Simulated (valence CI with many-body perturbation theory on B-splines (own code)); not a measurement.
# E1 transitions of Ge26+

Level of theory: valence CI with perturbative core correlation (CI+MBPT): four valence electrons over a frozen Dirac-Fock core [He], radial functions for each j: 11 s, 11 p, 10 d, 8 f, 5 g, 2 h, with the one-electron correlation potential Σ1, the two-electron term Σ2, the three-electron term Σ3, Breit, model QED; selected CI, second order for the rest, scaled by the run's own slope (own B-spline code, finite nucleus).

The last digits are not significant, and no measured levels were compared; by estimate large intervals hold to a few tenths of a per cent, small ones and those within an open d or f shell to about a per cent. Among the levels kept, up to 1100 cm⁻¹ of a level comes from second order outside the variational space, and about a tenth of that is noise between levels of different J, which matters for small intervals.

Lines 151 to 200 of 544 in falling wavelength, among levels below 15088 × 10³ cm⁻¹, chosen from the strongest by gf and those to the six lowest levels. Wavelengths and rates use the calculated energies. Electric multipoles are in the length gauge with retardation, E1 and E2 with the static RPA response of the core. Weak lines are less certain than strong ones. Lines between different terms over intervals too small for the method are left out, as are lines whose strength nearly cancels. Where a level lies close to another of its J and parity, the split of strength between their lines is uncertain. The highest levels of a list are the least certain.

Levels are named by their leading jj configuration (3d3/2^4 stands for four electrons in 3d with j = 3/2), which in mixed levels can hold well under half, so a name can repeat and another be missing. Letters in brackets count levels of one name in rising energy.

```
λ vac (nm)                           Upper                           Lower   A (s⁻¹)  log gf  Branch %
     10.22       (2p1/2^2 2p3/2 3p3/2) J=2  (2s 2p1/2 2p3/2 3p3/2) J=3 [b]  1.77e+10   -0.86       0.1
     10.15          (2p1/2^2 2p3/2 3s) J=1     (2s 2p1/2 2p3/2 3s) J=2 [b]  2.52e+10   -0.93       0.4
     10.15       (2p1/2^2 2p3/2 3p1/2) J=2      (2s 2p1/2 2p3/2 3p1/2) J=3  2.04e+10   -0.80       0.2
     10.12       (2p1/2^2 2p3/2 3d3/2) J=3      (2s 2p1/2 2p3/2 3d3/2) J=4  1.92e+10   -0.69       2.9
     10.08      (2s 2p1/2 2p3/2^2) J=2 [a]          (2s^2 2p1/2 2p3/2) J=1  1.57e+10   -0.92      97.2
     9.979             (2p1/2 2p3/2^3) J=1      (2s 2p1/2 2p3/2^2) J=1 [b]  2.95e+10   -0.88      23.0
     9.976       (2p1/2^2 2p3/2 3d5/2) J=4      (2s 2p1/2 2p3/2 3d5/2) J=5  2.52e+10   -0.47      25.6
     9.934          (2s 2p1/2 2p3/2^2) J=3          (2s^2 2p1/2 2p3/2) J=2  9.44e+09   -1.01      78.8
     9.931       (2p1/2^2 2p3/2 3p3/2) J=3      (2s 2p1/2 2p3/2 3p3/2) J=4  2.09e+10   -0.66       0.3
     9.926                (2p3/2^3 3s) J=2         (2s 2p3/2^2 3s) J=2 [c]  4.34e+10   -0.49       0.7
     9.788                (2p3/2^3 3s) J=1         (2s 2p3/2^2 3s) J=1 [b]  3.04e+10   -0.88       0.4
     9.707       (2p1/2 2p3/2^2 3p3/2) J=4  (2s 2p1/2 2p3/2 3p3/2) J=3 [c]  8.78e+09   -0.95       0.1
     9.643      (2s 2p3/2^2 3p3/2) J=2 [c]         (2s 2p1/2 2p3/2 3s) J=3  1.66e+10   -0.94       0.7
     9.607          (2p1/2 2p3/2^2 3s) J=3     (2s 2p1/2 2p3/2 3s) J=2 [c]  1.31e+10   -0.90       0.3
     9.385       (2p1/2^2 2p3/2 3d3/2) J=2  (2s 2p1/2 2p3/2 3d3/2) J=3 [a]  1.37e+10   -1.04       0.8
     9.182           (2p1/2^2 2p3/2^2) J=2          (2s 2p1/2 2p3/2^2) J=3  3.50e+10   -0.65      35.8
     9.162  (2s 2p1/2 2p3/2 3d5/2) J=4 [c]          (2s^2 2p1/2 3d5/2) J=3  1.63e+10   -0.73       0.3
     9.133       (2p1/2^2 2p3/2 3d5/2) J=4  (2s 2p1/2 2p3/2 3d5/2) J=4 [a]  1.32e+10   -0.83      13.4
     9.075  (2s 2p1/2 2p3/2 3p3/2) J=3 [c]          (2s^2 2p1/2 3p3/2) J=2  2.25e+10   -0.71       0.6
     9.032  (2s 2p1/2 2p3/2 3d5/2) J=3 [d]          (2s^2 2p1/2 3d5/2) J=2  1.35e+10   -0.94       0.0
     9.029       (2p1/2^2 2p3/2 3p3/2) J=3  (2s 2p1/2 2p3/2 3p3/2) J=3 [a]  1.11e+10   -1.02       0.2
     8.922             (2p1/2 2p3/2^3) J=1      (2s 2p1/2 2p3/2^2) J=2 [b]  2.74e+10   -1.01      21.3
     8.914  (2s 2p1/2 2p3/2 3d3/2) J=3 [b]          (2s^2 2p1/2 3d3/2) J=2  1.84e+10   -0.81       1.4
     8.854  (2s 2p1/2 2p3/2 3p3/2) J=2 [c]          (2s^2 2p1/2 3p3/2) J=1  1.97e+10   -0.94       0.3
     8.824  (2s 2p1/2 2p3/2 3p1/2) J=2 [c]          (2s^2 2p1/2 3p1/2) J=1  2.69e+10   -0.80       0.5
     8.802  (2s 2p1/2 2p3/2 3d5/2) J=2 [c]          (2s^2 2p1/2 3d5/2) J=2  2.47e+10   -0.84       0.0
     8.796                   (2p3/2^4) J=0                (2s 2p3/2^3) J=1  1.36e+11   -0.80      86.4
     8.788     (2s 2p1/2 2p3/2 3s) J=2 [c]             (2s^2 2p1/2 3s) J=1  2.68e+10   -0.81       0.4
     8.652  (2s 2p1/2 2p3/2 3d3/2) J=2 [c]          (2s^2 2p1/2 3d3/2) J=2  2.97e+10   -0.78       0.1
     8.572      (2s 2p3/2^2 3d5/2) J=2 [c]          (2s^2 2p3/2 3d5/2) J=1  1.67e+10   -1.04       0.2
     8.551  (2s 2p1/2 2p3/2 3d3/2) J=2 [d]          (2s^2 2p1/2 3d3/2) J=1  2.10e+10   -0.94       0.0
     8.537           (2p1/2^2 2p3/2^2) J=2      (2s 2p1/2 2p3/2^2) J=2 [a]  2.21e+10   -0.92      22.6
     8.528  (2s 2p1/2 2p3/2 3p1/2) J=1 [b]          (2s^2 2p1/2 3p1/2) J=1  4.32e+10   -0.85       0.5
     8.507          (2s 2p1/2^2 2p3/2) J=1              (2s^2 2p1/2^2) J=0  3.15e+10   -0.99      95.6
     8.377  (2s 2p1/2 2p3/2 3d5/2) J=3 [e]          (2s^2 2p1/2 3d5/2) J=2  1.58e+10   -0.93       0.1
     8.373  (2s 2p1/2 2p3/2 3d5/2) J=3 [e]          (2s^2 2p1/2 3d5/2) J=3  2.87e+10   -0.68       0.1
     8.329      (2s 2p3/2^2 3d3/2) J=3 [b]          (2s^2 2p3/2 3d5/2) J=3  5.03e+10   -0.44       0.1
     8.298                (2s 2p3/2^3) J=2              (2s^2 2p3/2^2) J=2  6.35e+10   -0.48      80.4
     8.255             (2p1/2 2p3/2^3) J=2      (2s 2p1/2 2p3/2^2) J=2 [b]  2.19e+10   -0.95      23.0
     8.216      (2s 2p3/2^2 3d5/2) J=3 [b]          (2s^2 2p3/2 3d3/2) J=3  1.45e+10   -0.99       0.1
     8.215  (2s 2p1/2 2p3/2 3d3/2) J=1 [d]          (2s^2 2p1/2 3d3/2) J=2  3.91e+10   -0.93       0.2
     8.208      (2s 2p3/2^2 3d5/2) J=3 [c]          (2s 2p1/2^2 3p3/2) J=2  1.26e+10   -1.05       0.1
     8.198  (2s 2p1/2 2p3/2 3p3/2) J=2 [d]          (2s^2 2p1/2 3p3/2) J=2  3.25e+10   -0.79       1.0
     8.196  (2s 2p1/2 2p3/2 3p3/2) J=1 [d]          (2s^2 2p1/2 3p3/2) J=2  5.10e+10   -0.81       0.6
     8.189          (2s 2p1/2 2p3/2^2) J=0          (2s^2 2p1/2 2p3/2) J=1  4.18e+10   -1.38     100.0
     8.163     (2s 2p1/2 2p3/2 3s) J=1 [c]             (2s^2 2p1/2 3s) J=1  4.93e+10   -0.83       0.8
     8.148       (2p1/2^2 2p3/2 3d5/2) J=4          (2s 2p1/2^2 3d5/2) J=3  1.26e+10   -0.95      12.7
     8.143      (2s 2p1/2 2p3/2^2) J=2 [b]          (2s^2 2p1/2 2p3/2) J=2  5.20e+10   -0.59      99.7
     8.131      (2p1/2 2p3/2^2 3s) J=1 [b]     (2s 2p1/2 2p3/2 3s) J=2 [c]  4.88e+10   -0.84       0.8
     8.123   (2p1/2 2p3/2^2 3p1/2) J=1 [b]  (2s 2p1/2 2p3/2 3p1/2) J=2 [c]  4.39e+10   -0.88       0.5
```
